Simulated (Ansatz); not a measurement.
`C[NH+](C)[B-](F)(F)F`, charge 0, multiplicity 1.

(1) Give a relaxed structure at PBE0-D4/def2-TZVP (Ansatz 0.2.0). (Best estimate.)

## Answers

(1) Computed: 
Z-matrix (Å, degrees):
```
C
N 1 1.471
H 1 1.089 2 108.2
H 1 1.088 2 108.9 3 118.4
H 1 1.092 2 110.6 3 -120.2
C 2 1.471 1 112.0 3 63.6
B 2 1.659 1 111.6 3 -62.4
H 2 1.018 1 108.5 3 -176.6
H 6 1.088 2 108.9 1 178.0
H 6 1.092 2 110.6 1 56.6
H 6 1.089 2 108.2 1 -63.6
F 7 1.373 2 104.8 1 -176.7
F 7 1.373 2 104.7 1 -57.3
F 7 1.372 2 105.5 1 63.0
```
Point group Cs.
This is one stationary point; other conformers may exist.
